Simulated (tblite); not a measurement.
Compound: C6H10OS.
Numbering: `[CH2:1]=[CH:2][CH2:3][C@@H:4]1[CH2:5][CH2:6][S@@:7]1=[O:8]` (hydrogens: H9, H10 on C1; H11 on C2; H12, H13 on C3; H14 on C4; H15, H16 on C5; H17, H18 on C6)

Computed with GFN2-xTB (tblite), gas phase: Langevin dynamics at 400 K from the optimised GFN2-xTB geometry, time step 0.5 fs, friction 0.01 fs⁻¹, 2000 steps. The instantaneous temperature is 2·E(kin)/(3Nk) with all 3N coordinates.

| t (fs) | T (K) | E(pot) above start (eV) | C1=C2 (Å) | C2–C3 (Å) | C3–C4 (Å) | C4–C5 (Å) | C5–C6 (Å) | C1–H9 (Å) | C1–C2–C3–C4 (°) |
| --- | --- | --- | --- | --- | --- | --- | --- | --- | --- |
| 0 | 339 | 0.000 | 1.319 | 1.497 | 1.515 | 1.529 | 1.524 | 1.078 | 116 |
| 25 | 249 | 0.473 | 1.305 | 1.480 | 1.533 | 1.501 | 1.544 | 1.135 | 121 |
| 50 | 282 | 0.644 | 1.338 | 1.458 | 1.553 | 1.533 | 1.547 | 1.063 | 134 |
| 75 | 323 | 0.514 | 1.326 | 1.496 | 1.539 | 1.541 | 1.555 | 1.047 | 121 |
| 100 | 317 | 0.586 | 1.297 | 1.529 | 1.492 | 1.515 | 1.533 | 1.161 | 105 |
| 125 | 284 | 0.724 | 1.341 | 1.515 | 1.465 | 1.481 | 1.509 | 1.071 | 104 |
| 150 | 320 | 0.698 | 1.364 | 1.560 | 1.521 | 1.585 | 1.494 | 1.044 | 108 |
| 175 | 279 | 0.809 | 1.292 | 1.555 | 1.505 | 1.521 | 1.559 | 1.119 | 100 |
| 200 | 410 | 0.723 | 1.300 | 1.540 | 1.491 | 1.463 | 1.545 | 1.082 | 94 |
| 225 | 308 | 1.153 | 1.365 | 1.476 | 1.609 | 1.572 | 1.551 | 1.064 | 101 |
| 250 | 496 | 0.936 | 1.365 | 1.497 | 1.581 | 1.517 | 1.515 | 1.048 | 83 |
| 275 | 364 | 1.101 | 1.283 | 1.545 | 1.454 | 1.476 | 1.543 | 1.137 | 100 |
| 300 | 495 | 0.680 | 1.315 | 1.512 | 1.517 | 1.539 | 1.523 | 1.128 | 107 |
| 325 | 389 | 0.794 | 1.390 | 1.466 | 1.524 | 1.539 | 1.533 | 1.018 | 122 |
| 350 | 319 | 0.927 | 1.312 | 1.500 | 1.499 | 1.505 | 1.512 | 1.076 | 126 |
| 375 | 410 | 0.707 | 1.296 | 1.513 | 1.523 | 1.531 | 1.550 | 1.095 | 133 |
| 400 | 404 | 0.646 | 1.344 | 1.491 | 1.526 | 1.556 | 1.523 | 1.059 | 141 |
| 425 | 379 | 0.545 | 1.353 | 1.534 | 1.529 | 1.512 | 1.518 | 1.082 | 134 |
| 450 | 269 | 0.960 | 1.309 | 1.543 | 1.564 | 1.479 | 1.565 | 1.056 | 137 |
| 475 | 325 | 0.656 | 1.301 | 1.494 | 1.571 | 1.509 | 1.539 | 1.077 | 137 |
| 500 | 358 | 0.477 | 1.327 | 1.447 | 1.528 | 1.558 | 1.525 | 1.089 | 149 |
| 525 | 396 | 0.594 | 1.313 | 1.482 | 1.538 | 1.534 | 1.502 | 1.075 | 136 |
| 550 | 345 | 0.567 | 1.316 | 1.481 | 1.487 | 1.519 | 1.531 | 1.084 | 127 |
| 575 | 214 | 0.983 | 1.327 | 1.526 | 1.544 | 1.578 | 1.615 | 1.082 | 119 |
| 600 | 368 | 0.700 | 1.305 | 1.541 | 1.513 | 1.506 | 1.551 | 1.079 | 128 |
| 625 | 338 | 1.035 | 1.331 | 1.489 | 1.560 | 1.536 | 1.533 | 1.045 | 118 |
| 650 | 406 | 0.622 | 1.305 | 1.527 | 1.523 | 1.556 | 1.533 | 1.093 | 127 |
| 675 | 388 | 0.845 | 1.331 | 1.542 | 1.507 | 1.520 | 1.530 | 1.084 | 130 |
| 700 | 404 | 0.656 | 1.325 | 1.503 | 1.491 | 1.545 | 1.524 | 1.051 | 116 |
| 725 | 407 | 0.730 | 1.289 | 1.505 | 1.517 | 1.552 | 1.505 | 1.129 | 101 |
| 750 | 327 | 1.015 | 1.333 | 1.500 | 1.500 | 1.616 | 1.544 | 1.078 | 86 |
| 775 | 389 | 0.806 | 1.329 | 1.421 | 1.445 | 1.579 | 1.557 | 1.033 | 93 |
| 800 | 372 | 0.689 | 1.291 | 1.480 | 1.569 | 1.540 | 1.552 | 1.142 | 77 |
| 825 | 282 | 1.062 | 1.312 | 1.579 | 1.569 | 1.443 | 1.508 | 1.127 | 86 |
| 850 | 489 | 0.817 | 1.358 | 1.517 | 1.527 | 1.499 | 1.567 | 1.051 | 98 |
| 875 | 445 | 0.815 | 1.318 | 1.501 | 1.523 | 1.564 | 1.550 | 1.084 | 125 |
| 900 | 517 | 1.112 | 1.285 | 1.627 | 1.533 | 1.555 | 1.506 | 1.109 | 135 |
| 925 | 539 | 1.003 | 1.340 | 1.546 | 1.511 | 1.581 | 1.487 | 1.062 | 141 |
| 950 | 531 | 0.864 | 1.363 | 1.477 | 1.493 | 1.554 | 1.546 | 1.069 | 162 |
| 975 | 440 | 1.040 | 1.338 | 1.469 | 1.483 | 1.499 | 1.565 | 1.100 | 162 |
| 1000 | 464 | 0.827 | 1.308 | 1.504 | 1.523 | 1.535 | 1.532 | 1.070 | 151 |

Problem. From 500 fs on, how do temperature and potential energy compare with equipartition?

Solution. The mean temperature of these 21 frames is 401 K against the target 400 K, and the mean potential energy 0.82 eV against 48 × kT/2 = 0.83 eV for 48 classical harmonic modes. For 18 atoms in a canonical ensemble the temperature itself scatters by T·√(2/(3N)) = 77 K; here its standard deviation is 79 K. The whole run lasts only 10 friction times of 100 fs, so these averages carry a wide statistical error.

Problem. What are the kinetic and total energies of the listed frame with the highest potential energy?

Solution. The one at 225 fs, 1.153 eV above the start. Its kinetic energy is 3NkT/2 = 0.717 eV at 308 K, so the sum is 1.87 eV; over the listed frames the sum runs from 0.79 to 2.32 eV, since the thermostat adds and removes energy.

Problem. How much do the listed bonds fluctuate from 500 fs on?

Solution. 
| bond | at the start (Å) | mean (Å) | standard deviation (Å) |
| --- | --- | --- | --- |
| C1=C2 | 1.319 | 1.321 | 0.020 |
| C2–C3 | 1.497 | 1.508 | 0.044 |
| C3–C4 | 1.515 | 1.518 | 0.029 |
| C4–C5 | 1.529 | 1.541 | 0.036 |
| C5–C6 | 1.524 | 1.536 | 0.028 |
| C1–H9 | 1.078 | 1.083 | 0.027 |

The motion is classical and holds no zero-point motion.

What follows is the cost of the whole dynamics run. The run took 12 s wall on one thread of an INTEL XEON PLATINUM 8581C at 2.10 GHz (shared host), and the process peaked at 0.18 GiB of memory.
